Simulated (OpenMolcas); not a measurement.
## Pt5+ in a point-charge field

Pt5+ among 5 point charges of -2 e arranged as a square pyramid (C4v), 2.2 Å from the ion, with the axial distance 2.530 Å.
```
   2.2000    0.0000    0.0000  -2.00
   0.0000    2.2000    0.0000  -2.00
  -2.2000    0.0000    0.0000  -2.00
   0.0000   -2.2000    0.0000  -2.00
   0.0000    0.0000    2.5300  -2.00
```

| Item | Value |
| --- | --- |
| Program | OpenMolcas 26.06 |
| Method | SS-CASPT2, IPEA 0.25 Eh, imaginary shift 0.1 Eh (closed shells correlated: 4f 5s 5p) |
| Basis | ANO-RCC-VDZP [7s6p4d2f] |
| Scalar Hamiltonian | DKH2, point nucleus |
| Active space | 5 electrons in 5 orbitals (5d) |
| State averaging | 2S+1 = 6 even, 1 root; 2S+1 = 4 even, 24 roots; 2S+1 = 2 even, 75 roots |
| Spin-orbit coupling | RASSI with atomic mean-field integrals over the reference wave functions |

The lowest spin-free states, above the lowest:

```tsv
State	Degeneracy	E (cm-1)	Free-ion L (%)
2S+1 = 6	1	0	S (100)
2S+1 = 4	2	23530	G (68)
2S+1 = 4	1	24470	G (74)
2S+1 = 4	1	25810	G (77)
2S+1 = 4	1	26870	G (91)
2S+1 = 4	2	27100	G (72)
2S+1 = 4	1	28090	G (100)
2S+1 = 4	1	28350	G (99)
2S+1 = 4	2	28630	G (45)
2S+1 = 4	1	31460	D (73)
2S+1 = 4	1	32520	D (86)
2S+1 = 4	1	33070	D (99)
2S+1 = 4	1	34970	P (78)
2S+1 = 4	2	36230	P (55)
2S+1 = 2	1	37070	I (66)
2S+1 = 2	2	37470	I (74)
2S+1 = 2	1	38210	I (80)
2S+1 = 2	1	38560	I (80)
2S+1 = 2	2	39150	I (86)
2S+1 = 2	1	39210	I (86)
```

The lowest levels with spin-orbit coupling:

```
E (cm-1)  Degeneracy      2S+1               g
       0           2  6 (76 %)  1.89 5.65 5.65
     270           2  6 (78 %)  1.12 1.12 5.41
     820           2  6 (82 %)  1.14 1.14 9.32
   16080           2  4 (56 %)  1.02 3.55 3.55
   17150           2  4 (55 %)  1.44 1.44 1.99
   21170           2         4  1.47 3.88 3.88
   22410           2  4 (60 %)  1.35 1.35 3.48
   22950           2  4 (83 %)  0.63 4.46 4.46
   24400           2  4 (80 %)  1.11 4.03 4.03
   24990           2  4 (78 %)  1.17 1.17 5.08
   26440           2  4 (80 %)  0.29 0.29 0.39
   26640           2  4 (78 %)  0.27 0.27 3.43
   27210           2  4 (76 %)  0.78 0.78 8.91
   27270           2  4 (70 %)  2.50 2.50 4.95
   27710           2  4 (76 %)  0.19 1.01 1.01
   27740           2  4 (70 %)  1.38 1.38 4.39
   28370           2  4 (76 %)  0.47 0.47 3.38
   28690           2  4 (72 %)  0.77 4.12 4.12
   29640           2  4 (85 %)  0.61 3.93 3.93
   29640           2  4 (78 %)  0.23 0.23 8.59
```

Powder χT (cm3 K/mol): 2.12 at 2 K, 2.2 at 10 K, 2.56 at 50 K, 2.96 at 100 K, 3.4 at 200 K, 3.59 at 300 K. The effective moment at 300 K is 2.828 √(χT) = 5.36 μB.

Point charges give a weaker field than real ligands, and real ions of this kind are as a rule low spin; the high spin found here belongs to the model. Free-ion shares, where given, are those of the reference states; single-state CASPT2 does not remix them. Point charges carry no covalency, so the field is a model and not that of real ligands. An unlabelled pair can be two single states that coincide in this model. No measured value stands beside these numbers.
